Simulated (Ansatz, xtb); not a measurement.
## C3H7GaOS: where a starting geometry ends

The starting geometry of this gas-phase singlet was built from a drawn formula by distance geometry; its bonds are those of `[CH3][GaH][C@@H](S)C=O`.

```yaml
atoms:
  - { symbol: C, position_ang: [0.3080, -2.8547, -0.4339] }
  - { symbol: C, position_ang: [0.2281, 0.3416, 0.7406] }
  - { symbol: C, position_ang: [-1.0148, 0.2864, 1.5318] }
  - { symbol: Ga, position_ang: [0.1237, -0.7327, -0.9705] }
  - { symbol: O, position_ang: [-1.5670, 1.4001, 1.7496] }
  - { symbol: S, position_ang: [1.0962, 1.9183, 0.7347] }
  - { symbol: H, position_ang: [1.2917, -3.2624, -0.7874] }
  - { symbol: H, position_ang: [-0.5958, -3.3391, -0.7996] }
  - { symbol: H, position_ang: [0.3459, -2.7376, 0.6739] }
  - { symbol: H, position_ang: [1.5898, -0.5595, -1.6563] }
  - { symbol: H, position_ang: [0.9727, -0.3714, 1.2664] }
  - { symbol: H, position_ang: [2.5133, 1.7868, 0.7606] }
  - { symbol: H, position_ang: [-1.4288, -0.6717, 1.9046] }
```

Problem. Where would you expect an optimisation with r2SCAN-D4/def2-SVP to take it?

Solution. A new bond forms, giving a structure given below by its coordinates. Distances that change by over a tenth: C1–Ga4 (2.20 → 1.95 Å). Contacts that close: Ga4–S6 (3.30 → 2.57 Å).

The energy falls by 2.65 eV over 35 steps:

| step | E − E(last) (eV) |
| --- | --- |
| 1 | 2.651 |
| 5 | 0.531 |
| 9 | 0.409 |
| 12 | 0.401 |
| 16 | 0.346 |
| 20 | 0.165 |
| 24 | 0.018 |
| 27 | 0.007 |
| 31 | 0.001 |
| 35 | 0.000 |

Final geometry (Å):

```xyz
13

C    -0.0293   -2.4058   -0.6625
C     0.5717    0.3452    1.2195
C    -0.7384   -0.0269    1.7449
Ga    1.2811   -1.1098   -0.0254
O    -1.7761   -0.0016    1.1087
S     0.3739    1.2740   -0.3778
H     0.0750   -2.5687   -1.7462
H    -1.0479   -2.0485   -0.4492
H     0.1170   -3.3766   -0.1613
H     2.8190   -0.9953   -0.2578
H     1.2728    0.8092    1.9253
H     1.6495    1.7275   -0.4024
H    -0.7052   -0.4188    2.7989
```

From the same start GFN2-xTB ends elsewhere, differing in C2–Ga4 (3.11 against 2.04 Å here), Ga4–O5 (1.87 against 3.44 Å here).

The end wasn't checked by frequencies. Run with Ansatz 0.2.0, 4 min on 2 threads of Intel(R) Xeon(R) Processor @ 2.50GHz (Skylake/Cascade Lake), on a shared host.
